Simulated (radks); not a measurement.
Task: Tl2+, configuration [Xe] 4f14 5d10 6s1. Calculated with a radial shooting solver on a logarithmic mesh with Libxc functionals: Dirac Kohn-Sham, PBE, spin-unpolarised, spherical densities, finite nucleus; Fermi nuclear charge, rms radius 5.4759 fm.

Spin-orbit splittings of the eigenvalues, e(l+1/2) - e(l-1/2), with zeta = 2 splitting/(2l+1) and mean radii in bohr:

shell  occ.  splitting (eV)  zeta (eV)  <r> j=l-1/2  <r> j=l+1/2
2p        6            2065       1377      0.05589      0.06468
3p        6           459.2      306.1       0.1674       0.1835
3d       10           98.07      39.23       0.1595       0.1644
4p        6           111.6      74.42       0.3931       0.4274
4d       10           20.83      8.332       0.4333       0.4444
4f       14           4.599      1.314       0.4645       0.4710
5p        6           20.20      13.47       0.9419        1.036
5d       10           2.253     0.9012        1.334        1.383
6p        0               ?          ?        2.718        2.989

Estimate the 6p splitting.

Result: 1.946 eV (zeta = 1.297 eV).
